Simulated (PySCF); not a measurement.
The PySCF input:
```python
from pyscf import gto, scf, mp

mol = gto.M(
    atom='''
Cl   -1.642920   -1.653476   -0.117481
B    -0.778885   -0.075098   -0.063347
Cl   -1.924122    1.309551   -0.172628
B     0.778885    0.075098    0.063347
Cl    1.924122   -1.309551    0.172628
Cl    1.642920    1.653476    0.117481
''',
    basis='cc-pvdz',
    charge=-1,
    spin=1,
    verbose=4,
)

mf = scf.UHF(mol)
mf.kernel()

pt = mp.MP2(mf, frozen=22)
pt.kernel()
print('E(MP2) = %.10f' % pt.e_tot)
```

**Question.** Estimate the MP2 correlation energy that MP2/cc-pVDZ in PySCF returns for this input.

**Answer.** -0.6970 Eh

**Question.** What SCF-reference HOMO energy does MP2/cc-pVDZ give?

**Answer.** -2.65 eV

**Question.** Estimate the SCF-reference Mulliken (on the basis functions themselves) charges in atom order that MP2/cc-pVDZ returns for this input.

**Answer.** Cl1 -0.31, B2 0.12, Cl3 -0.31, B4 0.12, Cl5 -0.31, Cl6 -0.31

**Question.** What is the computed SCF-reference <S^2> (MP2/cc-pVDZ)?

**Answer.** 0.757

**Question.** What is the computed nuclear repulsion energy (MP2/cc-pVDZ)?

**Answer.** 422.0753 Eh

These values belong to the state on which the SCF converged, which isn't shown to be the lowest.
